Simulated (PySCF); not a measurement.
Si(GeH3)(H)2(OH) (GeH₆OSi), SMILES O[SiH2][GeH3].

The structure is a stationary point at PBE-D3(BJ)/def2-SVP. Other conformers were not sampled.

These are PBE-D3(BJ)/def2-SVP (PySCF) values and carry that method's errors.

Frequencies are harmonic and unscaled.

Computed vibrational spectrum:
```csv
mode,ν (cm⁻¹),IR (km/mol),moving atoms (share of kinetic energy)
1,90,1.0,"H 86 %, O 8 %"
2,132,5.0,"O 47 %, H 27 %, Si 14 %, Ge 12 %"
3,234,125.2,"H 85 %, O 13 %"
4,333,3.9,"Si 50 %, Ge 26 %, H 22 %"
5,338,13.9,H 96 %
6,444,8.7,"H 75 %, Si 14 %"
7,556,4.4,"H 81 %, Si 15 %"
8,702,44.7,H 96 %
9,751,333.0,H 92 %
10,793,75.2,"H 48 %, O 43 %, Si 9 %"
11,844,30.3,"H 83 %, Si 9 %"
12,852,23.9,H 99 %
13,871,150.9,"H 82 %, Si 12 %"
14,885,53.0,"H 79 %, O 14 %"
15,914,78.3,"H 85 %, Si 12 %"
16,2056,76.1,H 99 %
17,2071,105.8,H 99 %
18,2080,83.6,H 98 %
19,2121,150.4,H 97 %
20,2188,98.5,H 97 %
21,3763,74.9,H 94 %
```
